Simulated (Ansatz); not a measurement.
(MoO3)4 (Mo4O12). Charge 0, multiplicity 1. Geometry PBE-D4/def2-SVP, basis def2-TZVP, Ansatz.

Cartesian coordinates in Å:
```
O 3.150 1.113 -2.000
Mo 2.107 1.433 -0.707
O 2.662 2.841 0.050
O 0.335 1.650 -1.331
Mo -1.551 1.675 -1.224
O -2.251 1.957 -2.739
O -2.053 2.923 -0.196
O -2.082 0.005 -0.518
Mo -2.107 -1.433 0.708
O -3.149 -1.112 2.002
O -2.663 -2.841 -0.047
O -0.335 -1.650 1.332
Mo 1.551 -1.676 1.223
O 2.252 -1.960 2.736
O 2.052 -2.922 0.192
O 2.082 -0.005 0.519
```

```tsv
run	HOMO (eV)	LUMO (eV)
A	-9.70	-4.87
B	-8.85	-5.10
C	-14.28	-1.32
D	-10.11	-4.50
E	-10.40	-4.53
F	-8.45	-5.05
```

In the def2 sets Mo takes a core potential; there is no spin–orbit coupling. HSE06 is defined as in plane-wave codes, on full-range PBE exchange. Single mean-field runs in def2-TZVP are fitted with def2-universal-jkfit.

Task: The runs used HF, HSE06, PBE, PBE0, r2SCAN, r2SCAN0. Estimate which is which.

Result: A HSE06 (range-separated); B r2SCAN (0 % exact exchange); C HF (100 % exact exchange); D PBE0 (25 % exact exchange); E r2SCAN0 (25 % exact exchange); F PBE (0 % exact exchange). Exact exchange lowers occupied and raises empty levels; among semilocal functionals meta-GGAs tend to open the gap a little, and such runs are hard to tell apart. The gap grows from 3.40 eV (PBE) to 12.96 eV (HF).
